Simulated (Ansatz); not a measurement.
Input file for Ansatz (a quantum-chemistry and plane-wave program): R-B3LYP/def2-TZVPPD on HCl (SMILES Cl). Files ending in .json are basis or fitting sets from the Basis Set Exchange.

Ansatz 0.2 input:
```yaml
crystal:
  periodic: [false, false, false]
  atoms:
    - {symbol: Cl, position_ang: [-0.03322094, 0.05094674, -0.99541496]}
    - {symbol: H, position_ang: [-0.02208516, -0.10406125, 0.28305948]}
basis:
  gaussian:
    orbitals: def2-TZVPPD.json
hamiltonian:
  xc: {name: B3LYP}
scf: {lower_state_search: off}
```

Output:

```
WARN ansatz: RAYON_NUM_THREADS=1 ignored (pool sized by the plan → 1); use --threads N
Functional definition: B3LYP
these checks for a lower state are left out or cut short: stability, starts, cluster_reference, orbital_swaps, neighbouring_geometries, increment
integrals: 0.01 GiB planned
393 factors; their error is unknown
mean field: 0.12 GiB planned
mean field evaluation 1: about -12539.7417 eV, gradient 1.0e1 eV
mean field evaluation 2: about -12539.7774 eV, gradient 1.1e1 eV
mean field evaluation 4: about -12540.0067 eV, gradient 3.5e-1 eV
mean field evaluation 8: about -12540.0332 eV, gradient 7.7e-4 eV
mean field -12540.03319735 eV, -460.8377200628 hartree, gradient 3.1e-6 eV, S^2 0.000000; 0 other end points of the search recorded, 0 dependent functions left out
reference -12540.03340002 eV, -460.8377275106 hartree; 9, 9 occupied and 59, 59 virtual orbitals, 393 factors
Total energy: -12540.03340002 eV, -460.8377275106 hartree
Checks for a lower state left out: stability, starts, cluster_reference, orbital_swaps, neighbouring_geometries, increment
```

The calculation finished and met its thresholds.

Cost: about 0.5 core-seconds (a rough figure).
